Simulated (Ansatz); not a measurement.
Basis-set extrapolation for `[CH3][Al]1[CH2]C[SiH2]1` (PBE0-D4/def2-TZVP geometry, frozen core, Ansatz). Multiplicity 1, RHF reference.

```csv
,def2-TZVPP,def2-QZVPP
HF,-649.727444,-649.748449
MP2 correlation,-0.724504,-0.771441
CCSD(T) correlation,-0.817175,not run
```

Energies in hartree. Use E(X) = E(∞) + A·exp(−7.88·√X) for Hartree–Fock and E(X) = E(∞) + B·X^(−2.97) for correlation, with X = 3 and 4, and add CCSD(T) minus MP2 of the smaller set to the MP2 limit.

Q: What is the CCSD(T) energy at the basis-set limit?

A: HF limit: -649.748449 + (-0.021005) × 0.13774 = -649.75134. MP2 limit: -0.771441 + (-0.046937) × 0.74074 = -0.80621. Higher-order term: -0.817175 − (-0.724504) = -0.09267. Total: -650.65022 hartree, 66.3 kcal/mol below CCSD(T)/def2-TZVPP.
